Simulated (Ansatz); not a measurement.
Start from `[F][Nb]([Cl])([Cl])([Cl])[Cl]` and change one atom or group to get `[F][Nb]([F])([Cl])([Cl])[Cl]`.

Ansatz, PBE0-D4/def2-TZVP geometries, multiplicity 1. 

Elements past krypton have def2 core potentials.

```json
{"property": "LUMO energy (PBE0/def2-TZVPP) / eV", "`[F][Nb]([Cl])([Cl])([Cl])[Cl]`": "-4.39"}
{"property": "LUMO energy (B3LYP/def2-TZVPP) / eV", "`[F][Nb]([Cl])([Cl])([Cl])[Cl]`": "-4.54"}
{"property": "HOMO–LUMO gap (PBE0/def2-TZVPP) / eV", "`[F][Nb]([Cl])([Cl])([Cl])[Cl]`": "4.94"}
{"property": "ideal-gas entropy at 298 K and 1 bar (rigid rotor, harmonic PBE0-D4/def2-TZVP) / J/(mol·K)", "`[F][Nb]([Cl])([Cl])([Cl])[Cl]`": "400"}
{"property": "size of the dipole moment (ωB97M-V/def2-TZVPP) / D", "`[F][Nb]([Cl])([Cl])([Cl])[Cl]`": "0.64"}
{"property": "HOMO–LUMO gap (ωB97M-V/def2-TZVPP) / eV", "`[F][Nb]([Cl])([Cl])([Cl])[Cl]`": "9.09"}
```

Give the same properties after the change, and the shifts. (An estimate is asked.)

The calculation gave: 
| property | `[F][Nb]([F])([Cl])([Cl])[Cl]` | shift |
| --- | --- | --- |
| LUMO energy (PBE0/def2-TZVPP) / eV | -4.35 | 0.04 |
| LUMO energy (B3LYP/def2-TZVPP) / eV | -4.51 | 0.03 |
| HOMO–LUMO gap (PBE0/def2-TZVPP) / eV | 5.27 | 0.33 |
| ideal-gas entropy at 298 K and 1 bar (rigid rotor, harmonic PBE0-D4/def2-TZVP) / J/(mol·K) | 390 | -10 |
| size of the dipole moment (ωB97M-V/def2-TZVPP) / D | 0.86 | 0.22 |
| HOMO–LUMO gap (ωB97M-V/def2-TZVPP) / eV | 9.42 | 0.33 |

Dipoles are sizes alone; their direction can turn. Modes under 60 cm⁻¹, often nearly free rotors, make the harmonic entropy too high.

B3LYP here is the variant with VWN-RPA as its local correlation; programs differ in this.
